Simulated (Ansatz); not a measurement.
Coupled-cluster diagnostics for As2S, Ansatz.

Geometry of the singlet (PBE0-D4/def2-TZVP):

```csv
atom,x (Å),y (Å),z (Å)
As1,-0.027,-0.001,0.003
As2,2.062,0.098,-0.127
S3,-2.034,-0.097,0.124
```

Correlated methods freeze 23 core orbitals; core or outer-core shells of As are correlated, in sets that lack core-valence functions. Another isomer (triplet) lies 0.75 eV lower at PBE0-D4/def2-TZVP; other spin states weren't run for this one.

(1) Estimate the CCSD(T) correlation energy, the shares of MP2 and (T), T1 and the reference's ⟨S²⟩ for: charge 0, singlet, own geometry in def2-TZVPP; and the rough time on 4 threads of Arm Neoverse N1 on a shared host.

## Answers

(1) 
```csv
state,basis,correlation (eV),MP2 share (%),(T) share (%),T1,⟨S²⟩ (pure),wall time,remarks
"charge 0, singlet, own geometry",def2-TZVPP,-19.956,95.0,5.8,0.016,0.00 (0.00),12 s,restricted SCF unstable
```
Customary marks for T1 are 0.02 (closed shells), 0.045 (open shells) and about 0.05 (3d metals). T1 stays under 0.02 throughout.
